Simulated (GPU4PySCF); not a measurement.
C₈H₁₂CuN₄, charge +1, multiplicity 1.

```xyz
25

Cu     0.0017     0.0006     0.0006
C      2.8716    -1.2603    -3.3590
C      1.9697    -0.8633    -2.3026
N      1.2542    -0.5484    -1.4643
H      2.7367    -0.6111    -4.2254
H      2.6688    -2.2917    -3.6515
H      3.9037    -1.1841    -3.0135
C      2.1083    -0.4217     4.0620
C      1.4465    -0.2884     2.7848
N      0.9211    -0.1827     1.7716
H      2.5025     0.5453     4.3781
H      2.9316    -1.1329     3.9806
H      1.4003    -0.7801     4.8108
C     -1.2660     4.3722    -0.6285
C     -0.8672     2.9979    -0.4306
N     -0.5508     1.9074    -0.2737
H     -1.0614     4.6733    -1.6571
H     -0.7102     5.0210     0.0501
H     -2.3335     4.4806    -0.4310
C     -3.7206    -2.6927    -0.0775
C     -2.5500    -1.8465    -0.0519
N     -1.6212    -1.1751    -0.0317
H     -4.5875    -2.1373     0.2837
H     -3.5631    -3.5630     0.5613
H     -3.9127    -3.0290    -1.0975
```
Charge +1, spin multiplicity 1.

Geometry optimised at PBE0-D3(BJ)/def2-TZVP. The spin state was assumed, not searched. The isomer is the one that the SMILES or the coordinates give; other isomers of the formula were not compared.

Level of theory: PBE0/pcSseg-1 (GPU4PySCF). Non-relativistic, no solvent.

Computed absolute GIAO shielding of each atom: isotropic value and principal components (ppm):
| atom | σ(iso) | σ11 | σ22 | σ33 | span |
|---|---|---|---|---|---|
| Cu1 | 578.3 | 577.0 | 578.3 | 579.4 | 2.4 |
| C2 | 185.0 | 176.4 | 176.4 | 202.2 | 25.8 |
| C3 | 65.9 | -44.0 | -44.0 | 285.6 | 329.6 |
| N4 | 29.0 | -118.4 | -118.3 | 323.7 | 442.1 |
| H5 | 29.3 | 24.2 | 27.3 | 36.5 | 12.3 |
| H6 | 29.3 | 24.2 | 27.3 | 36.5 | 12.3 |
| H7 | 29.3 | 24.2 | 27.3 | 36.5 | 12.3 |
| C8 | 185.0 | 176.4 | 176.4 | 202.2 | 25.8 |
| C9 | 65.9 | -44.0 | -44.0 | 285.6 | 329.6 |
| N10 | 29.0 | -118.3 | -118.3 | 323.7 | 442.1 |
| H11 | 29.3 | 24.2 | 27.3 | 36.5 | 12.3 |
| H12 | 29.3 | 24.2 | 27.3 | 36.5 | 12.3 |
| H13 | 29.3 | 24.2 | 27.3 | 36.5 | 12.3 |
| C14 | 185.0 | 176.4 | 176.4 | 202.2 | 25.8 |
| C15 | 65.9 | -44.0 | -44.0 | 285.6 | 329.6 |
| N16 | 29.0 | -118.4 | -118.4 | 323.7 | 442.1 |
| H17 | 29.3 | 24.2 | 27.3 | 36.5 | 12.3 |
| H18 | 29.3 | 24.2 | 27.3 | 36.5 | 12.3 |
| H19 | 29.3 | 24.2 | 27.3 | 36.5 | 12.3 |
| C20 | 185.0 | 176.4 | 176.4 | 202.2 | 25.8 |
| C21 | 65.9 | -44.0 | -44.0 | 285.6 | 329.6 |
| N22 | 29.0 | -118.4 | -118.4 | 323.7 | 442.2 |
| H23 | 29.3 | 24.3 | 27.3 | 36.5 | 12.3 |
| H24 | 29.3 | 24.3 | 27.3 | 36.5 | 12.3 |
| H25 | 29.3 | 24.3 | 27.3 | 36.5 | 12.2 |
